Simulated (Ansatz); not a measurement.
Two isomers of C3H9NSi: A = `CCC(=N)[SiH3]`, B = `C=C[SiH2]NC`.

Program: Ansatz. Geometries: PBE0-D4/def2-TZVP. ΔE: electronic, gas phase. CCSD(T)/CBS adds triple-zeta CCSD(T) − MP2 to the extrapolated MP2 energy (def2 sets, frozen cores). Functionals use def2-TZVPP. B3LYP here is the variant with VWN-RPA as its local correlation; programs differ in this. One conformer a species, not always the lowest.

(1) Which isomer does CCSD(T)/CBS put lower? Give the gap. (Estimate.)

(2) Give E(B) − E(A) in kJ/mol with BLYP-D4, PBE-D4, B3LYP, MP2/def2-TZVPP, CCSD/def2-TZVPP, B3LYP-D4, LDA (SPW92). (Best estimate.)

(3) Does the order hold for the free energy at 298.15 K (harmonic terms from PBE0-D4)? (Estimate.)

Largest T1 diagnostic: 0.012.

Results:

(1) Ansatz gave: B, by 56.8 kJ/mol.

(2) Computed: BLYP-D4 -50.6, PBE-D4 -44.4, B3LYP -57.9, MP2/def2-TZVPP -55.7, CCSD/def2-TZVPP -55.2, B3LYP-D4 -56.2, LDA (SPW92) -47.1. None reverses the order clearly.

(3) Computed: Yes: G(B) − G(A) = -52.6 kJ/mol, for one conformer each.

At CCSD(T), def2-SVP lies +25.2 kJ/mol from the extrapolated value and def2-TZVPP +4.8 kJ/mol. In def2-TZVPP, CCSD(T) changes the Hartree–Fock value by +14.2 kJ/mol (the triples alone add +3.2 kJ/mol) and MP2 by +10.5 kJ/mol.
